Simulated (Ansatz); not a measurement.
FH2NO2W, SMILES [NH2][W](=[O])(=[O])[F], multiplicity 1.

Geometry: PBE0-D3(BJ)/def2-SVP. The multiplicity is an assumed one; no other spin state was optimised. The structure was generated by enumeration; whether it is a known compound was not checked. The def2 effective core potentials stand for the cores of W; spin–orbit coupling is left out. One conformer was computed; it need not be the lowest.

Two levels are set side by side: PBE/def2-SVPD (Ansatz, a program for electronic structure) and PBE0/def2-SVPD (Ansatz). Energy differences of separate SCF runs at the same geometry; the states with an electron removed or added have multiplicity 2 and 2. Differences are taken from unrounded values.

```csv
quantity,PBE0
vertical ionisation energy (eV),11.21
vertical singlet–triplet gap (eV),4.67
```

Q: What does PBE give, and how far is it from PBE0? (An estimate is asked for; the answer gives what the named calculation found.)

A: 
```
quantity                             PBE  PBE minus PBE0
---------------------------------  -----  --------------
vertical ionisation energy (eV)    10.84           -0.37
vertical singlet–triplet gap (eV)   4.81            0.14
```
